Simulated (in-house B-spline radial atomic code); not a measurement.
Configurations of the europium ion Eu²⁺, with energies counted from [Xe] 4f7. All numbers are computed (scalar-relativistic (X2C) BP86, spin-polarised, spherical fractional occupations; Fermi nucleus of rms radius 5.1115 fm) with a radial B-spline atomic code at the basis-set limit, not measured. Shells without spins written out take the highest spin.

Occupations are held fixed; configurations that lie above the ionisation limit could autoionise.

```csv
configuration,E - E(ref) (eV),highest orbital,its <r> (bohr)
[Xe] 4f6 5d1,5.7646,5d up,2.337
[Xe] 4f6 5f1,17.974,5f up,5.617
[Kr] 4d10 4f7 5s2 5p5 5d1,21.605,5d up,2.359
"[Xe] 4f(2 up, 4 down) 6d(0 up, 1 down)",22.231,6d down,5.665
"[Kr] 4d10 4f(3 up, 4 down) 5s2 5p(2 up, 3 down) 6s(0 up, 1 down)",31.946,6s down,3.349
"[Kr] 4d10 4f(4 up, 3 down) 5s2 5p(3 up, 2 down) 6p(0 up, 1 down)",36.539,6p down,4.062
"[Kr] 4d10 4f(6 up, 1 down) 5s2 5p(3 up, 2 down) 6d(1 up, 0 down)",36.658,6d up,5.679
[Kr] 4d9 4f8 5s2 5p6,131.37,4f down,0.9894
```

Task: Order these further configurations by energy, lowest first.
A. [Kr] 4d10 4f7 5s2 5p5 5f1
B. [Kr] 4d9 4f7 5s2 5p6 6p1
C. [Kr] 4d10 4f8 5s2 5p5
D. [Xe] 4f6 6d1
E. [Xe] 4f(6 up, 1 down)

Result: E (4.0205 eV), D (16.263 eV), C (23.329 eV), A (33.78 eV), B (138.38 eV).

Task: How far above the reference does [Xe] 4f(3 up, 4 down) lie?

Result: 8.0696 eV; its least bound orbital is 4f up with <r> = 0.9597 bohr.

Task: How far above the reference does [Kr] 4d9 4f7 5s2 5p6 6d1 lie?

Result: 143.6 eV; its least bound orbital is 6d up with <r> = 5.63 bohr.

Task: How far above the reference does [Kr] 4d9 4f7 5s2 5p6 5d1 lie?

Result: 133.04 eV; its least bound orbital is 5d up with <r> = 2.323 bohr.
